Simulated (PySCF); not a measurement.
B3LYP has the VWN-RPA correlation part, as in Gaussian. 

Z-matrix (Å, degrees):
```
C
H 1 1.0862
H 1 1.0901 2 111.35
H 1 1.0901 2 111.23 3 -123.41
Ga 1 2.0393 2 111.35 4 -118.32
F 5 1.7915 1 111.56 2 -177.07
```
Charge 0, spin multiplicity 2.

Give the dipole moment, highest occupied spin orbital and total energy at the level B3LYP-D3(BJ)/def2-TZVP (PySCF).


The dipole moment is 2.75 D and the highest occupied spin orbital comes out as -5.88 eV. The total energy is -56184.55 eV.
